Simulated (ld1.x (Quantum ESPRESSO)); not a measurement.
arsenic: PAW pseudisation with PBE, fully relativistic reference atom.

Input for ld1.x (Quantum ESPRESSO) 7.5:

```
&input
   title='As', zed=33., rel=2, dft='PBE', iswitch=3,
   config='[Ar] 3d10 4s1.5 4p3.5 4f-2', rel_dist='average',
   nld=7, rlderiv=1.95, eminld=-5.0, emaxld=5.0, deld=0.02
 /
 &inputp
   pseudotype=3, lpaw=.true., tm=.true., lloc=-2, rcloc=1.55,
   nlcc=.true., new_core_ps=.true., rcore=1.15,
   which_augfun='BESSEL', rmatch_augfun=0.85,
   file_pseudopw='As.UPF', file_wfcaegen='ae.wfc', file_wfcncgen='nc.wfc', file_beta='beta', file_chi='chi', file_wfcusgen='us.wfc'
 /
8
4S  1  0   1.50   0.00  1.25  1.55  0.0
4S  1  0   0.00   0.65  1.25  1.55  0.0
4P  2  1   3.50   0.00  1.30  1.80  0.0
4P  2  1   0.00   2.50  1.30  1.80  0.0
3D  3  2  10.00   0.00  0.90  1.20  0.0
3D  3  2   0.00  -2.65  0.90  1.20  0.0
4F  4  3  -2.00   0.25  1.40  1.60  0.0
4F  4  3  -2.00   0.90  1.40  1.60  0.0
 &test
   configts(1)='3d10 4s1.5 4p3.5'
 /
```

Command:

```bash
ld1.x < As.in > As.out
```

The program printed (shortened: banner, matrices, multipoles, cross overlaps and the repeated all-electron block are left out):

```
Program LD1 v.7.5
     --------------------------- All-electron run ----------------------------

     As
     dirac relativistic calculation

     atomic number is 33.00
     dft =PBE   lsd =0 sic =0 latt =0  beta=0.20 tr2=1.0E-14
     Exchange-correlation= PBE
                           (   1   4   3   4   0   0   0)
     mesh =1209 r(mesh) =  99.83237 a.u. xmin = -7.00 dx = 0.01250
     1 Ry =  13.60569312 eV, c = 137.03599908

     n l j   nl                  e(Ry)          e(Ha)          e(eV)
     Spin orbit split results
     1 0 0.5 1S 1( 2.00)      -861.1623      -430.5812    -11716.7100
     2 0 0.5 2S 1( 2.00)      -109.2896       -54.6448     -1486.9611
     2 1 0.5 2P 1( 2.00)       -97.6464       -48.8232     -1328.5474
     2 1 1.5 2P 1( 4.00)       -94.9591       -47.4795     -1291.9843
     3 0 0.5 3S 1( 2.00)       -14.0456        -7.0228      -191.0997
     3 1 0.5 3P 1( 2.00)       -10.1342        -5.0671      -137.8827
     3 1 1.5 3P 1( 4.00)        -9.7650        -4.8825      -132.8596
     3 2 1.5 3D 1( 4.00)        -3.0801        -1.5400       -41.9064
     3 2 2.5 3D 1( 6.00)        -3.0265        -1.5132       -41.1772
     4 0 0.5 4S 1( 1.50)        -1.0979        -0.5490       -14.9383
     4 1 0.5 4P 1( 1.17)        -0.4199        -0.2100        -5.7132
     4 1 1.5 4P 1( 2.33)        -0.3992        -0.1996        -5.4311
     Averaged results
     1 0     1S 1( 2.00)      -861.1623      -430.5812    -11716.7100
     2 0     2S 1( 2.00)      -109.2896       -54.6448     -1486.9611
     2 1     2P 1( 6.00)       -95.8549       -47.9274     -1304.1720
     3 0     3S 1( 2.00)       -14.0456        -7.0228      -191.0997
     3 1     3P 1( 6.00)        -9.8881        -4.9440      -134.5340
     3 2     3D 1(10.00)        -3.0479        -1.5240       -41.4689
     4 0     4S 1( 1.50)        -1.0979        -0.5490       -14.9383
     4 1     4P 1( 3.50)        -0.4061        -0.2030        -5.5251

     final scf error:  5.5E-15 reached in  36 iterations

     Etot =   -4521.516386 Ry,   -2260.758193 Ha,  -61518.364392 eV

     Ekin =    4623.487766 Ry,    2311.743883 Ha,   62905.755706 eV
     Encl =  -10912.529835 Ry,   -5456.264917 Ha, -148472.532126 eV
     Eh   =    1934.861025 Ry,     967.430513 Ha,   26325.125343 eV
     Exc  =    -167.335342 Ry,     -83.667671 Ha,   -2276.713315 eV

     normalization and overlap integrals

     s(1S/1S) =  1.000000  <r> =   0.0455  <r2> =    0.0028  r(max) =   0.0296
     s(2S/2S) =  1.000000  <r> =   0.2025  <r2> =    0.0484  r(max) =   0.1701
     s(2P/2P) =  1.000000  <r> =   0.1747  <r2> =    0.0375  r(max) =   0.1341
     s(2P/2P) =  1.000000  <r> =   0.1784  <r2> =    0.0389  r(max) =   0.1375
     s(3S/3S) =  1.000000  <r> =   0.5981  <r2> =    0.4124  r(max) =   0.5239
     s(3P/3P) =  1.000000  <r> =   0.6099  <r2> =    0.4373  r(max) =   0.5174
     s(3P/3P) =  1.000000  <r> =   0.6205  <r2> =    0.4526  r(max) =   0.5239
     s(3D/3D) =  1.000000  <r> =   0.6748  <r2> =    0.5757  r(max) =   0.4740
     s(3D/3D) =  1.000000  <r> =   0.6795  <r2> =    0.5839  r(max) =   0.4800
     s(4S/4S) =  1.000000  <r> =   1.9280  <r2> =    4.2826  r(max) =   1.6136
     s(4P/4P) =  1.000000  <r> =   2.4829  <r2> =    7.3077  r(max) =   1.9464
     s(4P/4P) =  1.000000  <r> =   2.5351  <r2> =    7.6227  r(max) =   1.9709

     ------------------------ End of All-electron run ------------------------

     --------------------- Generating PAW atomic setup --------------------

      Generating local potential from pseudized AE potential:
      Matching radius rcloc =   1.5500
      Enforcing V''(0)=0 (lloc=-2)

      Local pseudo, rcloc= 1.535 Estimated cut-off energy=    13.38 Ry

      Computing core charge for nlcc:

       r > 1.15 : true rho core
      Core charge pseudized with two Bessel functions
      Integrated core pseudo-charge :   5.48

     Fully relativistic calculation: |psi|^2

     Wfc 4S LC norm =  0.99991915 SC norm =  0.00007618 missing  0.00000467
     Speed at rcutus      1.081 a.u.,  v/c =  0.007888,  (v/c)^2 =  0.00006222

     Wfc 4P LC norm =  0.99995060 SC norm =  0.00004910 missing  0.00000030
     Speed at rcutus      0.880 a.u.,  v/c =  0.006418,  (v/c)^2 =  0.00004119

     Wfc 4P LC norm =  0.99995249 SC norm =  0.00003945 missing  0.00000806
     Speed at rcutus      0.870 a.u.,  v/c =  0.006351,  (v/c)^2 =  0.00004034

     Wfc 3D LC norm =  0.99954437 SC norm =  0.00045560 missing  0.00000003
     Speed at rcutus      0.735 a.u.,  v/c =  0.005362,  (v/c)^2 =  0.00002875

     Wfc 3D LC norm =  0.99954898 SC norm =  0.00045075 missing  0.00000028
     Speed at rcutus      0.752 a.u.,  v/c =  0.005485,  (v/c)^2 =  0.00003009
      Wfc-us  4S rcutus= 1.535  Estimated cut-off energy=    18.51 Ry
      Wfc-us  4S rcutus= 1.535  Estimated cut-off energy=    21.13 Ry
      Wfc-us  4P rcutus= 1.783  Estimated cut-off energy=    23.16 Ry
      Wfc-us  4P rcutus= 1.783  Estimated cut-off energy=    23.08 Ry
      Wfc-us  4P rcutus= 1.783  Estimated cut-off energy=    29.52 Ry
      Wfc-us  4P rcutus= 1.783  Estimated cut-off energy=    29.12 Ry
      Wfc-us  3D rcutus= 1.195  Estimated cut-off energy=    83.30 Ry
      Wfc-us  3D rcutus= 1.195  Estimated cut-off energy=    83.24 Ry
      Wfc-us  3D rcutus= 1.195  Estimated cut-off energy=    89.93 Ry
      Wfc-us  3D rcutus= 1.195  Estimated cut-off energy=    88.69 Ry
      Wfc-us  4F rcutus= 1.614  Estimated cut-off energy=    53.64 Ry
      Wfc-us  4F rcutus= 1.614  Estimated cut-off energy=    53.64 Ry
      Wfc-us  4F rcutus= 1.614  Estimated cut-off energy=    54.13 Ry
      Wfc-us  4F rcutus= 1.614  Estimated cut-off energy=    54.12 Ry

     Required augmentation: BESSEL   radius:    0.850000
     Suggested rho cutoff for augmentation: 212.48 Ry

     Estimated PAW energy = -356.238665 Ryd

     ------------------- End of pseudopotential generation -------------------

     Computing logarithmic derivative in   1.95866
     Computing logarithmic derivative in   1.95866
     Computing the partial wave expansion
     R is outside the sphere for l=    0 j= 0.50
     R is outside the sphere for l=    0 j= 0.50
     R is outside the sphere for l=    1 j= 0.50
     R is outside the sphere for l=    1 j= 0.50
     R is outside the sphere for l=    1 j= 1.50
     R is outside the sphere for l=    1 j= 1.50
     R is outside the sphere for l=    2 j= 1.50
     R is outside the sphere for l=    2 j= 1.50
     R is outside the sphere for l=    2 j= 2.50
     R is outside the sphere for l=    2 j= 2.50
     R is outside the sphere for l=    3 j= 2.50
     R is outside the sphere for l=    3 j= 2.50
     R is outside the sphere for l=    3 j= 3.50
     R is outside the sphere for l=    3 j= 3.50

     ---------------------- Testing the pseudopotential ----------------------

     As
     dirac relativistic calculation

     atomic number is 33.00   valence charge is 15.00
     dft = SLA  PW   PBX  PBC   lsd =0 sic =0 latt =0  beta=0.20 tr2=1.0E-14
     mesh =1209 r(mesh) =  99.83237 xmin = -7.00 dx = 0.01250

     n l  j  nl             e AE (Ry)       e PS (Ry)    De AE-PS (Ry)
     3 2 1.5 3D   1( 4.00)       -3.08007       -3.08007       -0.00000
     3 2 2.5 3D   1( 6.00)       -3.02647       -3.02647        0.00000
     1 0 0.5 4S   1( 1.50)       -1.09794       -1.09795        0.00001
     2 1 0.5 4P   1( 1.17)       -0.41991       -0.41991       -0.00000
     2 1 1.5 4P   1( 2.33)       -0.39918       -0.39918        0.00000

     eps = 7.0E-18  iter =  6

     Etot =   -4521.516386 Ry,   -2260.758193 Ha,  -61518.364392 eV
     Etotps =  -356.238679 Ry,    -178.119339 Ha,   -4846.874138 eV

     Ekin =     363.115983 Ry,     181.557992 Ha,    4940.444639 eV
     Encl =    -749.618023 Ry,    -374.809011 Ha,  -10199.072777 eV
     Ehrt =     197.598725 Ry,      98.799362 Ha,    2688.467609 eV
     Ecxc =    -167.335364 Ry,     -83.667682 Ha,   -2276.713609 eV
     (Ecc =     -10.270936 Ry,      -5.135468 Ha,    -139.743206 eV)

     ---------------------- End of pseudopotential test ----------------------
```

Generation and configuration tests took about 4 s on one core of a shared server CPU.

Transferability test of the new file with ld1.x, input:

```
&input
   title='As', zed=33., rel=2, dft='PBE', iswitch=2,
   config='[Ar] 3d10 4s1.5 4p3.5 4f-2', rel_dist='average'
 /
 &test
   file_pseudo='As.UPF', nconf=8,
   configts(1)='3d10 4s1.5 4p3.5',
   configts(2)='3d10 4s2 4p3',
   configts(3)='3d10 4s2 4p2',
   configts(4)='3d10 4s2 4p1',
   configts(5)='3d10 4s1 4p0',
   configts(6)='3d10 4s1 4p3',
   configts(7)='3d10 4s0 4p5',
   configts(8)='3d10 4s2 4p2.5'
 /
```

```bash
ld1.x < As.test.in > As.test.out
```

Pseudopotential blocks of its output, shortened (energy terms left out):

```
     ---------------------- Testing the pseudopotential ----------------------

     n l  j  nl             e AE (Ry)       e PS (Ry)    De AE-PS (Ry)
     3 2 1.5 3D   1( 4.00)       -3.08007       -3.08007       -0.00000
     3 2 2.5 3D   1( 6.00)       -3.02647       -3.02647        0.00000
     1 0 0.5 4S   1( 1.50)       -1.09794       -1.09795        0.00001
     2 1 0.5 4P   1( 1.17)       -0.41991       -0.41991       -0.00000
     2 1 1.5 4P   1( 2.33)       -0.39918       -0.39918        0.00000

     eps = 9.2E-18  iter =  6

     Etot =   -4521.516386 Ry,   -2260.758193 Ha,  -61518.364392 eV
     Etotps =  -356.238679 Ry,    -178.119339 Ha,   -4846.874138 eV

     ---------------------- End of pseudopotential test ----------------------

          ---------------------- Testing the pseudopotential ----------------------

     n l  j  nl             e AE (Ry)       e PS (Ry)    De AE-PS (Ry)
     3 2 1.5 3D   1( 4.00)       -3.01846       -3.01831       -0.00015
     3 2 2.5 3D   1( 6.00)       -2.96492       -2.96477       -0.00015
     1 0 0.5 4S   1( 2.00)       -1.06502       -1.06501       -0.00002
     2 1 0.5 4P   1( 1.00)       -0.39533       -0.39533       -0.00000
     2 1 1.5 4P   1( 2.00)       -0.37529       -0.37529        0.00001

     eps = 1.2E-15  iter =  8

     Etot =   -4521.860129 Ry,   -2260.930064 Ha,  -61523.041255 eV
     Etotps =  -356.582424 Ry,    -178.291212 Ha,   -4851.551036 eV
     dEtot_ae =      -0.343743 Ry
     dEtot_ps =      -0.343746 Ry,   Delta E=       0.000003 Ry

     ---------------------- End of pseudopotential test ----------------------

          ---------------------- Testing the pseudopotential ----------------------

     n l  j  nl             e AE (Ry)       e PS (Ry)    De AE-PS (Ry)
     3 2 1.5 3D   1( 4.00)       -3.73534       -3.73552        0.00017
     3 2 2.5 3D   1( 6.00)       -3.68174       -3.68191        0.00017
     1 0 0.5 4S   1( 2.00)       -1.71625       -1.71622       -0.00002
     2 1 0.5 4P   1( 0.67)       -0.99693       -0.99692       -0.00001
     2 1 1.5 4P   1( 1.33)       -0.97235       -0.97235       -0.00000

     eps = 9.6E-15  iter =  7

     Etot =   -4521.187465 Ry,   -2260.593733 Ha,  -61513.889206 eV
     Etotps =  -355.909760 Ry,    -177.954880 Ha,   -4842.398968 eV
     dEtot_ae =       0.328920 Ry
     dEtot_ps =       0.328919 Ry,   Delta E=       0.000001 Ry

     ---------------------- End of pseudopotential test ----------------------

          ---------------------- Testing the pseudopotential ----------------------

     n l  j  nl             e AE (Ry)       e PS (Ry)    De AE-PS (Ry)
     3 2 1.5 3D   1( 4.00)       -4.58353       -4.58490        0.00137
     3 2 2.5 3D   1( 6.00)       -4.52978       -4.53113        0.00135
     1 0 0.5 4S   1( 2.00)       -2.45793       -2.45798        0.00004
     2 1 0.5 4P   1( 0.33)       -1.68584       -1.68587        0.00003
     2 1 1.5 4P   1( 0.67)       -1.65636       -1.65640        0.00004

     eps = 2.3E-15  iter =  8

     Etot =   -4519.870229 Ry,   -2259.935115 Ha,  -61495.967297 eV
     Etotps =  -354.592519 Ry,    -177.296259 Ha,   -4824.476995 eV
     dEtot_ae =       1.646156 Ry
     dEtot_ps =       1.646160 Ry,   Delta E=      -0.000004 Ry

     ---------------------- End of pseudopotential test ----------------------

          ---------------------- Testing the pseudopotential ----------------------

     n l  j  nl             e AE (Ry)       e PS (Ry)    De AE-PS (Ry)
     3 2 1.5 3D   1( 4.00)       -6.69040       -6.70045        0.01005  !
     3 2 2.5 3D   1( 6.00)       -6.63598       -6.64594        0.00996  !
     1 0 0.5 4S   1( 1.00)       -4.18709       -4.18845        0.00136
     2 1 0.5 4P   1( 0.00)       -3.30176       -3.30292        0.00116
     2 1 1.5 4P   1( 0.00)       -3.26071       -3.26188        0.00117

     eps = 7.8E-16  iter =  9

     Etot =   -4514.111283 Ry,   -2257.055642 Ha,  -61417.612845 eV
     Etotps =  -348.832665 Ry,    -174.416333 Ha,   -4746.110197 eV
     dEtot_ae =       7.405102 Ry
     dEtot_ps =       7.406013 Ry,   Delta E=      -0.000911 Ry

     ---------------------- End of pseudopotential test ----------------------

          ---------------------- Testing the pseudopotential ----------------------

     n l  j  nl             e AE (Ry)       e PS (Ry)    De AE-PS (Ry)
     3 2 1.5 3D   1( 4.00)       -3.85744       -3.85794        0.00050
     3 2 2.5 3D   1( 6.00)       -3.80372       -3.80422        0.00050
     1 0 0.5 4S   1( 1.00)       -1.78273       -1.78277        0.00004
     2 1 0.5 4P   1( 1.00)       -1.05081       -1.05081        0.00000
     2 1 1.5 4P   1( 2.00)       -1.02513       -1.02514        0.00001

     eps = 2.1E-15  iter =  9

     Etot =   -4520.444995 Ry,   -2260.222498 Ha,  -61503.787386 eV
     Etotps =  -355.167283 Ry,    -177.583642 Ha,   -4832.297061 eV
     dEtot_ae =       1.071390 Ry
     dEtot_ps =       1.071395 Ry,   Delta E=      -0.000005 Ry

     ---------------------- End of pseudopotential test ----------------------

          ---------------------- Testing the pseudopotential ----------------------

     n l  j  nl             e AE (Ry)       e PS (Ry)    De AE-PS (Ry)
     3 2 1.5 3D   1( 4.00)       -3.25471       -3.25496        0.00026
     3 2 2.5 3D   1( 6.00)       -3.20095       -3.20122        0.00026
     1 0 0.5 4S   1( 0.00)       -1.18866       -1.18874        0.00008
     2 1 0.5 4P   1( 1.67)       -0.48808       -0.48807       -0.00000
     2 1 1.5 4P   1( 3.33)       -0.46544       -0.46543       -0.00000

     eps = 1.6E-15  iter =  9

     Etot =   -4520.460304 Ry,   -2260.230152 Ha,  -61503.995668 eV
     Etotps =  -355.182531 Ry,    -177.591265 Ha,   -4832.504517 eV
     dEtot_ae =       1.056082 Ry
     dEtot_ps =       1.056148 Ry,   Delta E=      -0.000066 Ry

     ---------------------- End of pseudopotential test ----------------------

          ---------------------- Testing the pseudopotential ----------------------

     n l  j  nl             e AE (Ry)       e PS (Ry)    De AE-PS (Ry)
     3 2 1.5 3D   1( 4.00)       -3.35815       -3.35809       -0.00007
     3 2 2.5 3D   1( 6.00)       -3.30459       -3.30452       -0.00007
     1 0 0.5 4S   1( 2.00)       -1.37709       -1.37706       -0.00002
     2 1 0.5 4P   1( 0.83)       -0.68323       -0.68322       -0.00001
     2 1 1.5 4P   1( 1.67)       -0.66097       -0.66097        0.00000

     eps = 9.4E-15  iter =  7

     Etot =   -4521.598729 Ry,   -2260.799365 Ha,  -61519.484732 eV
     Etotps =  -356.321023 Ry,    -178.160512 Ha,   -4847.994496 eV
     dEtot_ae =      -0.082343 Ry
     dEtot_ps =      -0.082345 Ry,   Delta E=       0.000001 Ry

     ---------------------- End of pseudopotential test ----------------------
```
